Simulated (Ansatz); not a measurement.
SnO₃H₂, relaxed as a singlet with RKS PBE-D4/def2-SVP in Ansatz, starting from the GFN1-xTB geometry. Force threshold 0.02 eV/Å.

In the def2 sets Sn takes a core potential; there is no spin–orbit coupling. The structure holds one bond between oxygen atoms, so isomers without such links may lie far lower. The restricted singlet is unstable towards broken spin symmetry in Hartree–Fock (as tested in another run); at PBE-D4/def2-SVP this wasn't settled. Another isomer (singlet) lies 4.00 eV lower at PBE0-D4/def2-TZVP; other spin states weren't run for this one.

Start:

```xyz
6

Sn   -0.4499    1.2203   -0.7924
O    -0.8744    0.1636    1.0406
O     0.4953    0.2649    1.2584
O     1.1385   -0.2947    0.1154
H    -1.1581   -0.1336   -1.7763
H     0.8486   -1.2204    0.1543
```

Question: Estimate the energy that the relaxation releases and the steps that it takes.

Answer: 0.34 eV, in 12 steps; 8 s on 4 threads of Arm Neoverse V1 on a shared host. No frequencies were taken in this run, so the end may be a saddle point.

Question: Does the start keep its bonding?

Answer: Bonds lost: O3–O4 (atoms count from 1).

Question: Predict the relaxed structure.

Answer: 
```xyz
6

Sn   -0.323    1.186   -0.886
O    -0.929    0.233    1.124
O     0.319    0.271    1.492
O     1.239   -0.293   -0.003
H    -1.186   -0.186   -1.708
H     0.881   -1.211   -0.019
```
Bond lengths: 2 × O–Sn 2.31 to 2.33 Å; 1 × O–O 1.30 Å; 1 × H–Sn 1.82 Å; 1 × H–O 0.99 Å.
